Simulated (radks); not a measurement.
Task: The mean radii <r> (bohr) of the occupied orbitals of an atom or ion are listed with their occupations. All-electron calculation, scalar-relativistic Kohn-Sham, BLYP, spin-polarised, spherical densities, point nucleus. Program: a radial shooting solver on a logarithmic mesh with Libxc functionals.

| orbital | occ. | <r> |
|---|---|---|
| 1s up | 1 | 0.05619 |
| 1s down | 1 | 0.05619 |
| 2s up | 1 | 0.2556 |
| 2s down | 1 | 0.2554 |
| 2p up | 3 | 0.2251 |
| 2p down | 3 | 0.2248 |
| 3s up | 1 | 0.7728 |
| 3s down | 1 | 0.7753 |
| 3p up | 3 | 0.8144 |
| 3p down | 3 | 0.8191 |
| 3d up | 5 | 1.049 |
| 3d down | 2 | 1.118 |
| 4s up | 1 | 2.847 |
| 4s down | 1 | 2.957 |

Name the element and its charge. Open shells, if any, are filled with parallel spins first.

Result: Z = 27, cobalt, charge 0: Co in [Ar] 3d7 4s2. The 1s radius gives Z: for a bare nucleus <r> = (2 gamma + 1)/(2Z) with gamma = sqrt(1 - (Z/c)^2), 0.05483 bohr for Z = 27, and screening makes it slightly larger (0.05619 here). The occupations add up to 27, and the charge is Z minus that.
